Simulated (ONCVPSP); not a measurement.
Tc (Z = 43): excitation energies, all-electron against ONCV

* Element: technetium
* Generator: ONCVPSP 4.0.1
* Type: optimised norm-conserving Vanderbilt (ONCV)
* Functional: PBEsol
* Relativity: non-relativistic
* Frozen core: [Ar] 3d10
* Valence charge: 15
* Reference configuration: 4s2 4p6 4d5 5s1.5 5p0.5
* Partial waves: 4s+5s: rc 1.85 bohr, ncon 3, nbas 7, qcut 5 1/bohr, 3 projectors, debl 2.7 Ha; 4p+5p: rc 2.30 bohr, ncon 3, nbas 8, qcut 5 1/bohr, 3 projectors, debl 1.7 Ha; 4d: rc 1.35 bohr, ncon 4, nbas 7, qcut 6 1/bohr, local
* Local potential: the d channel
* Core correction: Teter function, fcfact 2.5, rcfact 1.25

Energies are relative to the spin-unpolarised reference configuration 4s2 4p6 4d5 5s1.5 5p0.5; without spin polarisation the order of configurations can differ from experiment.

**Question.** Give the all-electron excitation energy and the error of the potential for: 4s2 4p6 4d5 5s2 5p0; 4s2 4p6 4d5 5s1 5p0; 4s2 4p6 4d5 5s0 5p0; 4s2 4p6 4d5 5s1.5 5p0.

**Answer.**

```
valence configuration  charge  ΔE all-electron (eV)  error AE − PS (meV)
  4s2 4p6 4d5 5s2 5p0       0                -1.715                 -0.3
  4s2 4p6 4d5 5s1 5p0      +1                 6.134                 -0.2
  4s2 4p6 4d5 5s0 5p0      +2                20.433                 -5.1
4s2 4p6 4d5 5s1.5 5p0    +0.5                 1.438                  0.0
```

Levels in the configuration 4s2 4p6 4d5 5s1 5p0:

| level | all-electron (eV) | pseudo (eV) |
| --- | --- | --- |
| 4s | -76.805 | -76.821 |
| 4p | -52.072 | -52.081 |
| 4d | -14.534 | -14.533 |
| 5s | -10.986 | -10.988 |
